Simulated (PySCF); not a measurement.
Cartesian coordinates in Å; atom numbers follow the order of the lines, from 1:
```xyz
18

C     1.7610   -1.0983    0.8805
C     1.1200   -1.2021   -0.2681
C     0.7046   -0.0309   -1.1247
O     0.9966    1.1848   -0.5381
Si   -0.1194    2.1010    0.2353
O    -1.5721    1.4120   -0.0910
C    -1.5860    0.1058   -0.5228
C    -1.4490   -0.8705    0.6464
O    -1.3324   -0.5375    1.7878
O    -0.6477   -0.1578   -1.5293
H     2.0166   -0.1359    1.2902
H     2.0466   -1.9656    1.4499
H     0.8689   -2.1577   -0.7071
H     1.2545   -0.0783   -2.0801
H     0.1678    2.0614    1.6607
H    -0.1618    3.3871   -0.4338
H    -2.5628   -0.0832   -0.9984
H    -1.5142   -1.9279    0.3310
```

[PySCF 2.14: geometry: GFN2-xTB; σ from GIAO-PBE0/pcSseg-1; single conformer; no solvent model; non-relativistic]

Shifts are taken against calculated references (same method and geometry level): 13C (σ = 186.93 ppm) and 1H (σ = 31.72 ppm) and 29Si (σ = 349.16 ppm) against TMS; H2O for 17O (σ = 336.08 ppm).

```json
{"atoms": "C3", "nucleus": "13C", "count": "1", "δ (ppm)": "98.5"}
{"atoms": "O9", "nucleus": "17O", "count": "1", "δ (ppm)": "?"}
{"atoms": "H12", "nucleus": "1H", "count": "1", "δ (ppm)": "6.09"}
{"atoms": "C7", "nucleus": "13C", "count": "1", "δ (ppm)": "?"}
{"atoms": "H15", "nucleus": "1H", "count": "1", "δ (ppm)": "5.63"}
{"atoms": "O10", "nucleus": "17O", "count": "1", "δ (ppm)": "?"}
{"atoms": "O4", "nucleus": "17O", "count": "1", "δ (ppm)": "63.1"}
{"atoms": "Si5", "nucleus": "29Si", "count": "1", "δ (ppm)": "-33.7"}
{"atoms": "H17", "nucleus": "1H", "count": "1", "δ (ppm)": "?"}
{"atoms": "H18", "nucleus": "1H", "count": "1", "δ (ppm)": "10.01"}
{"atoms": "O6", "nucleus": "17O", "count": "1", "δ (ppm)": "67.0"}
{"atoms": "C1", "nucleus": "13C", "count": "1", "δ (ppm)": "134.7"}
{"atoms": "C8", "nucleus": "13C", "count": "1", "δ (ppm)": "?"}
{"atoms": "H16", "nucleus": "1H", "count": "1", "δ (ppm)": "5.18"}
{"atoms": "H14", "nucleus": "1H", "count": "1", "δ (ppm)": "6.07"}
{"atoms": "H11", "nucleus": "1H", "count": "1", "δ (ppm)": "6.05"}
{"atoms": "C2", "nucleus": "13C", "count": "1", "δ (ppm)": "?"}
{"atoms": "H13", "nucleus": "1H", "count": "1", "δ (ppm)": "5.85"}
```

Question: Estimate the values marked ?.

Answer: 
- C8: 207.5 ppm, aldehyde carbonyl carbon; low-lying n→π* states of the double bond to the heteroatom give a large paramagnetic term (-272 ppm)
- C2: 144.5 ppm, alkene CH; an sp2 carbon of a C=C bond
- C7: 98.5 ppm, sp3 carbon bearing two oxygens; 2 electronegative neighbours deshield it
- H17: 5.37 ppm, hydrogen on an sp3 carbon bearing two oxygens; its carbon carries O, hence the downfield position
- O9: 698.7 ppm, aldehyde oxygen
- O10: 128.5 ppm, ether oxygen

Shifts are as computed. Against solution values, carbons near 30 ppm lie about +3 ppm off and those near 130 ppm about +5 ppm. Of 1309 compounds with measured shifts, 239 miss one by over three times the rms of a fit or turn the order of signals round; such compounds aren't used in these exercises. Unscaled 17O shifts of doubly bonded oxygen tend to come out too high, by tens of ppm or more. Experimental scales use liquid or dissolved standards, which lie at an offset from isolated H2O (liquid H2O: subtract about 36 ppm).
